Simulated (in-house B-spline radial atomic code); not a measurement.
How numerical settings move a run on Se3+, [Ar] 3d10 4s2 4p1. Computed with an all-electron radial atomic-structure program (B-spline basis): Dirac-Kohn-Sham LDA VWN5, spherical fractional occupations, Fermi nucleus of rms radius 4.14 fm.

Command:
```bash
python run_scf.py task.json out
```
Settings of the sound reference run:
```
Z                34
electrons        31
configuration    [Ar] 3d10 4s2 4p1
hamiltonian      dirac
method           lda,vwn
spin_polarised   False
nucleus          fermi
rms_radius       4.14
mass_number      80
atomic_mass      79.91652
speed_of_light   137.036
knot_spacing     0.22
spline_order     8
gauss_points     12
box_radius       16.22
max_iterations   70
damping          0.5
damped_steps     3
diis_vectors     10
tolerance        1e-08
start            Thomas-Fermi
```

Time taken, with all properties: 1.6 s on 1 thread of Arm Neoverse N1, on a shared host.

It converges in 9 iterations to -2424.627374 hartree, with 4p3/2 at -36.5497 eV. The other runs change the listed settings, some to values that make no sense; their results aren't properties of the atom or ion. Radii are in bohr (the nuclear one in fm), a minus after a letter asks for a j subshell, and «unchanged» means within 1e-8 hartree. The run stops when the residual is below 10 × tolerance × max(1, Z/10), or a noise floor if that is larger, and the energy moves by less than 1e-8 × √|E| hartree; so very loose and very tight tolerances often act alike.

```tsv
changed settings	outcome
diis_vectors = 2	converged in 10 iterations, energy unchanged, 4p3/2 level +7.3e-06 eV
tolerance = 1e-06	converged in 8 iterations, energy unchanged, 4p3/2 level -2.6e-05 eV
box_radius = 8.11	converged in 9 iterations, energy +4.58e-07 hartree from the reference, 4p3/2 level +3.8e-05 eV (the program warns: 4p3/2 reaches the box edge; 4p1/2 reaches the box edge)
box_radius = 4.87	converged in 9 iterations, energy +3.15e-03 hartree from the reference, 4p3/2 level +1.3e-01 eV (the program warns: 4p3/2 reaches the box edge; 4s1/2 reaches the box edge)
gauss_points = 6, max_iterations = 60, diis_vectors = 0	converged in 16 iterations, energy unchanged, 4p3/2 level +3.2e-06 eV
knot_spacing = 0.15, box_radius = 0.97, max_iterations = 75, diis_vectors = 2	converged in 10 iterations, energy +9.56e+01 hartree from the reference, 4p3/2 level +6.5e+02 eV (the program warns: 4p3/2 has a positive eigenvalue: unbound, held by the box; 3p3/2 has a positive eigenvalue: unbound, held by the box)
tolerance = 1e-13	converged in 9 iterations, energy unchanged
box_radius = 0.65	converged in 7 iterations, energy +4.21e+02 hartree from the reference, 4p3/2 level +2.1e+03 eV (the program warns: 4p3/2 has a positive eigenvalue: unbound, held by the box; 3s1/2 has a positive eigenvalue: unbound, held by the box)
electrons = 37, configuration = [Ar] 3d10 4s2 4p7, max_iterations = 50	stopped with error: shell 4p holds at most 6 electrons
electrons = 34, configuration = [Ar] 3d10 4s2 4p1 5s3, max_iterations = 100	stopped with error: shell 5s holds at most 2 electrons
box_radius = 0.97	converged in 8 iterations, energy +9.58e+01 hartree from the reference, 4p3/2 level +6.5e+02 eV (the program warns: 4p3/2 has a positive eigenvalue: unbound, held by the box; 3p3/2 has a positive eigenvalue: unbound, held by the box)
box_radius = 2.43	converged in 9 iterations, energy +1.24e+00 hartree from the reference, 4p3/2 level +1.9e+01 eV (the program warns: 4p3/2 reaches the box edge; 3s1/2 reaches the box edge)
```

(1) What happens with diis_vectors = 1?

(2) What happens with box_radius = 64.88, first_knot = 0.0882, max_iterations = 50?

(3) What happens with box_radius = 2.43, first_knot = 2.94e-06, max_iterations = 3?

(4) What happens with box_radius = 3.24?

Answers

(1) Not converged after 70 iterations, last residual 1.7e+00, last energy +3.73e+01 hartree from the reference.

(2) Converged in 9 iterations, energy +6.41e+00 hartree from the reference, 4p3/2 level +3.7e-01 eV.

(3) Not converged after 3 iterations, last residual 1.2e-02, last energy +1.24e+00 hartree from the reference.

(4) Converged in 9 iterations, energy +1.81e-01 hartree from the reference, 4p3/2 level +4.0e+00 eV (the program warns: 4p3/2 reaches the box edge; 3p1/2 reaches the box edge).
